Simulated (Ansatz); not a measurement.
Single points on Si(vinyl)2(NHMe)2 (C₆H₁₄N₂Si).

```yaml
crystal:
  periodic: [false, false, false]
  atoms:
    - {symbol: Si, position_ang: [-0.087890, 0.337725, 0.080159]}
    - {symbol: C, position_ang: [-0.169937, 0.706925, 1.927660]}
    - {symbol: C, position_ang: [-0.733157, -0.155978, 2.797942]}
    - {symbol: H, position_ang: [0.267637, 1.640897, 2.332501]}
    - {symbol: H, position_ang: [-1.177658, -1.104977, 2.446093]}
    - {symbol: H, position_ang: [-0.781255, 0.034232, 3.885074]}
    - {symbol: C, position_ang: [1.721414, 0.173843, -0.427262]}
    - {symbol: C, position_ang: [2.750597, 0.097880, 0.441644]}
    - {symbol: H, position_ang: [1.959968, 0.166723, -1.509438]}
    - {symbol: H, position_ang: [2.584159, 0.093880, 1.533927]}
    - {symbol: H, position_ang: [3.803990, 0.032760, 0.114182]}
    - {symbol: N, position_ang: [-0.955420, 1.630741, -0.705845]}
    - {symbol: C, position_ang: [-1.132621, 1.755691, -2.140497]}
    - {symbol: H, position_ang: [-1.064766, 2.505469, -0.188540]}
    - {symbol: H, position_ang: [-0.355971, 2.377224, -2.649625]}
    - {symbol: H, position_ang: [-1.097433, 0.745531, -2.598594]}
    - {symbol: H, position_ang: [-2.124018, 2.190887, -2.399630]}
    - {symbol: N, position_ang: [-0.875104, -1.138288, -0.408836]}
    - {symbol: C, position_ang: [-0.295120, -2.464468, -0.498278]}
    - {symbol: H, position_ang: [-1.897260, -1.117107, -0.447808]}
    - {symbol: H, position_ang: [-0.578029, -2.986062, -1.441249]}
    - {symbol: H, position_ang: [0.811181, -2.385979, -0.491501]}
    - {symbol: H, position_ang: [-0.573319, -3.137538, 0.347929]}
basis:
  gaussian: {orbitals: def2-TZVP, initial_orbitals: start.molden}
hamiltonian: {xc: r2scan, dispersion: d4}
scf: {omitted_lower_state_checks: [starts]}
output: {forces: true, orbitals: {seedname: orbitals}}
```

The file start.molden holds the orbitals of an earlier run on this structure, at another level or in another basis.

```sh
$ ansatz run in.yaml --threads 4 --pin off --events-out ev --progress --plain --max-ram 6963MiB
```

Shortened log:

```
Functional definition: r2SCAN
2258 factors; their error is unknown
mean field evaluation 1: about -17305.6384 eV, gradient 7.2e0 eV
mean field evaluation 2: about -17305.7041 eV, gradient 7.2e-2 eV
mean field evaluation 4: about -17305.6404 eV, gradient 6.8e-4 eV
mean field -17305.64039799 eV, -635.9705544419 hartree, gradient 1.8e-5 eV, S^2 0.000000; 0 other end points of the search recorded, 0 dependent functions left out
reference -17305.64041560 eV, -635.9705550888 hartree; 39, 39 occupied and 330, 330 virtual orbitals, 2258 factors
Total energy: -17305.81919455 eV, -635.9771250942 hartree
Atom 0 at    -0.087890     0.337725     0.080159 Å, force    -0.326403    -0.125107    -0.242302 eV/Å
Atom 1 at    -0.169937     0.706925     1.927660 Å, force    -0.144459    -0.204393     0.341041 eV/Å
Atom 2 at    -0.733157    -0.155978     2.797942 Å, force     0.117294     0.176035    -0.176778 eV/Å
Atom 3 at     0.267637     1.640897     2.332501 Å, force    -0.218922    -0.456443    -0.164418 eV/Å
Atom 4 at    -1.177658    -1.104977     2.446093 Å, force     0.242547     0.502559     0.188627 eV/Å
Atom 5 at    -0.781255     0.034232     3.885074 Å, force     0.025744    -0.088869    -0.564358 eV/Å
Atom 6 at     1.721414     0.173843    -0.427262 Å, force     0.354293    -0.001382     0.141538 eV/Å
Atom 7 at     2.750597     0.097880     0.441644 Å, force    -0.175727     0.015841    -0.162683 eV/Å
Atom 8 at     1.959968     0.166723    -1.509438 Å, force    -0.068110    -0.002199     0.514816 eV/Å
Atom 9 at     2.584159     0.093880     1.533927 Å, force     0.062155     0.010201    -0.577147 eV/Å
Atom 10 at     3.803990     0.032760     0.114182 Å, force    -0.553775     0.030472     0.152589 eV/Å
Atom 11 at    -0.955420     1.630741    -0.705845 Å, force     0.258927    -0.050418     0.556146 eV/Å
Atom 12 at    -1.132621     1.755691    -2.140497 Å, force    -0.084695     0.007522    -0.624514 eV/Å
Atom 13 at    -1.064766     2.505469    -0.188540 Å, force     0.062776    -0.459975    -0.317472 eV/Å
Atom 14 at    -0.355971     2.377224    -2.649625 Å, force    -0.342153    -0.294626     0.314833 eV/Å
Atom 15 at    -1.097433     0.745531    -2.598594 Å, force    -0.005370     0.480289     0.232843 eV/Å
Atom 16 at    -2.124018     2.190887    -2.399630 Å, force     0.470368    -0.209264     0.186471 eV/Å
Atom 17 at    -0.875104    -1.138288    -0.408836 Å, force    -0.168083     0.575779     0.141453 eV/Å
Atom 18 at    -0.295120    -2.464468    -0.498278 Å, force     0.286565    -0.523077    -0.021297 eV/Å
Atom 19 at    -1.897260    -1.117107    -0.447808 Å, force     0.554855    -0.054785     0.017404 eV/Å
Atom 20 at    -0.578029    -2.986062    -1.441249 Å, force     0.100733     0.302738     0.440968 eV/Å
Atom 21 at     0.811181    -2.385979    -0.491501 Å, force    -0.541901     0.001070    -0.001193 eV/Å
Atom 22 at    -0.573319    -3.137538     0.347929 Å, force     0.093341     0.368030    -0.376566 eV/Å
Dipole moment:    -0.073905     0.037745    -0.016561 e Å
Checks for a lower state left out: starts
```

Hardware: 4 threads of Arm Neoverse V2 on a shared host. Wall time 13 s, peak host memory 0.77 GiB.

As the first input, with `gaussian: {orbitals: def2-SVP, initial_orbitals: start.molden}`, `hamiltonian: {xc: pbe0, dispersion: d4}`, `output: {orbitals: {seedname: orbitals}}` (abridged; 4.1 s):

```
Functional definition: PBE0
mean field -17284.10694868 eV, -635.1792147754 hartree, gradient 1.5e-5 eV, S^2 0.000000
Total energy: -17284.64526119 eV, -635.1989973955 hartree
Checks for a lower state left out: starts
```

As the first input, with `hamiltonian: {xc: pbe, dispersion: d4}`, `output: {orbitals: {seedname: orbitals}}` (abridged; 6 s):

```
Functional definition: PBE
mean field -17295.36095238 eV, -635.5927917833 hartree, gradient 2.3e-5 eV, S^2 0.000000
Total energy: -17295.98345111 eV, -635.6156681897 hartree
Checks for a lower state left out: starts
```

First input, but with `gaussian: {orbitals: 6-31G}`, `hamiltonian: {xc: hf}`, `output: {orbitals: {seedname: orbitals}}` (abridged; 0.95 s):

```
Functional definition: HF
mean field -17224.47538455 eV, -632.9877952134 hartree, gradient 1.9e-5 eV, S^2 0.000000
Total energy: -17224.47538455 eV, -632.9877952134 hartree
Checks for a lower state left out: starts
```

As the first input, with `gaussian: {orbitals: 6-31G}`, `hamiltonian: {xc: {name: B3LYP}, dispersion: d4}`, `output: {orbitals: {seedname: orbitals}}` (abridged; 2.4 s):

```
Functional definition: B3LYP
mean field evaluation 16: about -17304.6325 eV, gradient 2.4e-4 eV
mean field -17304.63251932 eV, -635.9335155838 hartree, gradient 4.5e-5 eV, S^2 0.000000
Total energy: -17305.61279055 eV, -635.9695398871 hartree
Checks for a lower state left out: starts
```

As the first input, with `correlation: {method: mp2}`, `output: {orbitals: {seedname: orbitals}}` and without the key `hamiltonian` (abridged; 14 s):

```
Functional definition: HF
mean field -17234.01597982 eV, -633.3384056228 hartree, gradient 2.9e-6 eV, S^2 0.000000; unrestricted orbitals would lower it
13 core orbitals not correlated: weight in the atoms' cores, before any rotation towards them, 1.000 or more for the frozen orbitals, at most 0.000 for the correlated occupied ones
second order -40.91861214 eV of doubles, -0.00000000 eV of singles
Total energy: -17274.93459196 eV, -634.8421368831 hartree
Checks for a lower state left out: starts
```

As the first input, with `hamiltonian: {xc: pbe0, dispersion: d4}`, `output: {orbitals: {seedname: orbitals}}` (abridged; 10 s):

```
Functional definition: PBE0
mean field -17297.23615292 eV, -635.6617041319 hartree, gradient 2.3e-5 eV, S^2 0.000000
Total energy: -17297.77447401 eV, -635.6814870673 hartree
Checks for a lower state left out: starts
```

Geometry: PBE-D4/def2-SVP.

B3LYP takes the VWN-RPA correlation. Correlated methods freeze 13 core orbitals. The restricted singlet is unstable towards broken spin symmetry in Hartree–Fock (as tested in another run); at HF/6-31G this wasn't settled. At MP2/def2-TZVP the restricted singlet (for correlated methods, its reference) is unstable: a solution with broken spin symmetry lies lower.
